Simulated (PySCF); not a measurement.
Field gradients at the hydrogen positions

Species: C6H10FNO.
Z-matrix (Å and degrees, GFN2-xTB geometry), rows numbered from 1:
```
C 
C   1  1.3207
C   2  1.4990  1  124.34
C   3  1.5277  2  111.61  1   126.92
F   4  1.3727  3  110.29  2   -68.22
C   3  1.5375  2  110.32  1  -112.34
O   6  1.2113  3  123.17  2  -126.86
N   6  1.3473  3  113.06  2    53.79
C   8  1.4427  6  122.62  3  -179.31
H   1  1.0762  2  121.90  3   179.90
H   1  1.0784  2  121.93  3    -1.39
H   2  1.0820  1  120.65  3  -179.64
H   3  1.0961  2  109.72  1     6.70
H   4  1.0935  3  110.63  2   173.15
H   4  1.0938  3  111.41  2    50.82
H   8  1.0082  6  119.10  3    -3.00
H   9  1.0916  8  110.83  6   117.06
H   9  1.0888  8  107.35  6    -2.36
H   9  1.0912  8  110.61  6  -121.66
```

Level: PBE0/pcSseg-1 (PySCF, non-relativistic); Q(2H) = 0.00286 b; rigid geometry, the same for H and D, with no vibrational averaging.

Problem. Rank these positions by the coupling χzz of a deuteron there, largest first.
A. H17 (methyl hydrogen)
B. H13 (methine hydrogen)
C. H10 (vinylic hydrogen)
D. H16 (amide N–H hydrogen)
E. H12 (vinylic hydrogen)

Solution. D (270 kHz), C (227 kHz), E (217 kHz), A (203 kHz), B (196 kHz).

Problem. What are Vzz, η and χzz (234.96 MHz × Q × Vzz) at all hydrogens?

Solution. 
| atom | bonded to | bond length (Å) | Vzz (au) | η | χzz (kHz) |
| --- | --- | --- | --- | --- | --- |
| H10 | C1 | 1.076 | 0.3381 | 0.05 | 227 |
| H11 | C1 | 1.078 | 0.3339 | 0.05 | 224 |
| H12 | C2 | 1.082 | 0.3223 | 0.06 | 217 |
| H13 | C3 | 1.096 | 0.2922 | 0.02 | 196 |
| H14 | C4 | 1.094 | 0.2878 | 0.04 | 193 |
| H15 | C4 | 1.094 | 0.2895 | 0.06 | 195 |
| H16 | N8 | 1.008 | 0.4011 | 0.20 | 270 |
| H17 | C9 | 1.092 | 0.3025 | 0.06 | 203 |
| H18 | C9 | 1.089 | 0.2977 | 0.05 | 200 |
| H19 | C9 | 1.091 | 0.3034 | 0.06 | 204 |

Problem. Average by the element that carries the hydrogen.

Solution. on C: 207 kHz over 9 positions, mean bond length 1.088 Å; on N: 270 kHz over 1 position, mean bond length 1.008 Å.

Problem. How does χzz go with the bond length over the 9 C–H bonds?

Solution. A straight-line fit has a slope of -17.2 kHz for each 0.01 Å, with a correlation coefficient of -0.97, over lengths from 1.076 to 1.096 Å. The longer bonds have the smaller couplings here.

Geometry: GFN2-xTB, one conformer, isolated molecule. GFN2-xTB bond lengths can be off by several hundredths of an ångström, more for odd bonds, and the gradients follow them. The basis is small and wasn't made for field gradients, so the couplings can be 20 % off.

The run behind these numbers computed NMR shieldings as well. The run took 61 s on Intel Xeon at 2.70 GHz, one thread, shared host, and the process peaked at 0.90 GiB of memory.
